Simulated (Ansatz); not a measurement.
```yaml
crystal:
  periodic: [false, false, false]
  atoms:
    - {symbol: F, position_ang: [0.684704, -0.728197, 2.417923]}
    - {symbol: Al, position_ang: [0.936927, -0.624987, 0.789761]}
    - {symbol: F, position_ang: [2.292998, -1.258252, 0.093209]}
    - {symbol: N, position_ang: [0.638467, 1.175940, 0.173176]}
    - {symbol: Al, position_ang: [-0.937061, 0.625011, -0.789599]}
    - {symbol: F, position_ang: [-2.292438, 1.257714, -0.091160]}
    - {symbol: F, position_ang: [-0.686588, 0.729263, -2.417951]}
    - {symbol: N, position_ang: [-0.638081, -1.176097, -0.173766]}
    - {symbol: H, position_ang: [0.467751, 1.851813, 0.910656]}
    - {symbol: H, position_ang: [1.379786, 1.551212, -0.409421]}
    - {symbol: H, position_ang: [-1.379425, -1.551746, 0.408571]}
    - {symbol: H, position_ang: [-0.467040, -1.851684, -0.911419]}
basis:
  gaussian: {orbitals: 6-31G}
total_charge: 1
magnetization: {spin_polarized: false, initial_magnetization: 1}
hamiltonian: {xc: {name: wB97}}
output: {forces: true}
```

```sh
$ ansatz run in.yaml --threads 4 --pin off --events-out ev --progress --plain --max-ram 11315MiB
```

It prints (some lines left out):

```
Functional definition: wB97
1234 factors; their error is unknown
458 factors; integrals over basis functions are off by at most 8.9e-6 eV
mean field evaluation 1: about -27084.6149 eV, gradient 9.3e1 eV
mean field evaluation 2: about -27076.8464 eV, gradient 1.2e2 eV
mean field evaluation 4: about -27099.2062 eV, gradient 2.2e0 eV
mean field evaluation 8: about -27099.2332 eV, gradient 1.1e-1 eV
mean field evaluation 16: about -27099.1648 eV, gradient 1.4e-4 eV
mean field -27099.16475837 eV, -995.8759363963 hartree, gradient 1.2e-5 eV, S^2 0.750000; 8 other end points of the search recorded, 0 dependent functions left out
reference -27099.16474100 eV, -995.8759357583 hartree; 40, 39 occupied and 48, 49 virtual orbitals, 1234 factors
Total energy: -27099.16474100 eV, -995.8759357583 hartree
Atom 0 at     0.684704    -0.728197     2.417923 Å, force    -0.420434     0.031736     1.333263 eV/Å
Atom 1 at     0.936927    -0.624987     0.789761 Å, force     0.544667    -0.364680     0.458685 eV/Å
Atom 2 at     2.292998    -1.258252     0.093209 Å, force     1.054035    -0.454173    -0.798380 eV/Å
Atom 3 at     0.638467     1.175940     0.173176 Å, force     0.170275     0.314756     0.046556 eV/Å
Atom 4 at    -0.937061     0.625011    -0.789599 Å, force    -0.544934     0.362759    -0.459764 eV/Å
Atom 5 at    -2.292438     1.257714    -0.091160 Å, force    -1.053349     0.453970     0.799826 eV/Å
Atom 6 at    -0.686588     0.729263    -2.417951 Å, force     0.419169    -0.030668    -1.333415 eV/Å
Atom 7 at    -0.638081    -1.176097    -0.173766 Å, force    -0.170041    -0.313619    -0.045983 eV/Å
Atom 8 at     0.467751     1.851813     0.910656 Å, force    -0.075318     0.521504     0.502114 eV/Å
Atom 9 at     1.379786     1.551212    -0.409421 Å, force     0.532891     0.320996    -0.378260 eV/Å
Atom 10 at    -1.379425    -1.551746     0.408571 Å, force    -0.532585    -0.321212     0.377715 eV/Å
Atom 11 at    -0.467040    -1.851684    -0.911419 Å, force     0.075623    -0.521370    -0.502355 eV/Å
Dipole moment:     0.000636    -0.000112    -0.000879 e Å
```

It took 33 s on 4 threads of an Arm Neoverse V1 on a shared host, with 0.73 GiB of host memory at the peak.
